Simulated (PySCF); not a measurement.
**Correlation energy of Bi⁴⁷⁺ (bismuth, charge +47)**

Starting occupation: [Kr]. All numbers are calculated (PySCF 2.14, X2C-1e with screened-nucleus spin-orbit coupling, Gaussian nucleus, in an even-tempered Gaussian basis (18 s from 2.8 bohr⁻², ratio 2.6; 16 p from 3.6 bohr⁻², ratio 2.6; 11 d from 3.6 bohr⁻², ratio 2.6; 5 f from 3.7 bohr⁻², ratio 2.8)). Frozen: [Ar] 3d10; 8 electrons correlated; the 114 highest virtual spinors left out.

MP2 pair energies summed by pair of shells (mhartree):

| pair | energy | share (%) |
| --- | --- | --- |
| 4p3/2-4p3/2 | -129.91 | 40.0 |
| 4p1/2-4p3/2 | -107.68 | 33.1 |
| 4p3/2-4s1/2 | -31.88 | 9.8 |
| 4p1/2-4p1/2 | -27.74 | 8.5 |
| 4p1/2-4s1/2 | -16.11 | 5.0 |
| 4s1/2-4s1/2 | -11.53 | 3.5 |

Total MP2 correlation energy: -324.85 mhartree.

The virtual space was cut to 74 spinors, which keep -321.13 of the -324.85 mhartree of MP2 correlation.

```csv
level,correlation energy (mhartree)
CCSD,-340.94
(T),-1.93
CCSD(T),-342.87
```

Diagnostics: T1 = 0.00013, largest double amplitude 0.032.

Cost of the coupled-cluster step: 65 s of wall time on 1 thread of Intel(R) Xeon(R) Platinum 8375C CPU @ 2.90GHz (shared host), for 8 occupied and 74 virtual spinors.

At this charge the one-electron X2C treatment keeps the bare 1/r₁₂, with no two-electron picture change or Breit term. The effect here is smaller than on the frozen 1s shell.
